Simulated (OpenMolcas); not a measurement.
Computed levels of 3d⁵ in ions with 23 electrons, in cm-1 above ⁶S_5/2.

```yaml
Program: OpenMolcas
Method: SS-CASPT2, IPEA 0.25 Eh, imaginary shift 0.1 Eh
Basis: ANO-R3
Scalar_Hamiltonian: X2C, finite nucleus
Spin-orbit_coupling: RASSI with atomic mean-field integrals over the reference wave functions, term energies averaged over their components
```

Active space for each ion: 5 electrons in 5 orbitals (3d); closed shells correlated by CASPT2: 3s 3p.

```
  Level    Cr+   Mn2+   Co4+   Ni5+   Cu6+
 ⁴G_5/2  21040  27230  37990  42840  47440
 ⁴G_7/2  21040  27250  38040  42920  47570
⁴G_11/2  21050  27260  38060  42940  47610
 ⁴G_9/2  21050  27260  38070  42970  47650
 ⁴P_5/2  22650  29930  41870  47160  52100
 ⁴P_3/2  22670  29970  42000  47360  52400
 ⁴P_1/2  22690  30010  42150  47600  52760
 ⁴D_7/2  25310  32870  45610  51380  56900
 ⁴D_1/2  25330  32910  45750  51610  57260
```

Question: Estimate ⁴G_5/2, ⁴G_7/2 for Fe3+ from its neighbours Mn2+ and Co4+.

Answer: ⁴G_5/2 is another term, which grows about linearly with the charge: (27230 + 37990) / 2 = 32610. The calculation gives 32860, so the estimate is off by -0.8 %.
⁴G_7/2 is another term, which grows about linearly with the charge: (27250 + 38040) / 2 = 32645. The calculation gives 32890, so the estimate is off by -0.7 %.

CASPT2 does not keep the components of a term degenerate, so their means are used; among the terms shown or strongly mixed into the levels shown the widest spread is 70 cm-1 (3d⁵ ⁴G, Fe3+). Some high roots are left out of the spin-orbit mixing, which shifts the levels that they would mix with (holds for Cr+). Only configurations of the active space appear.
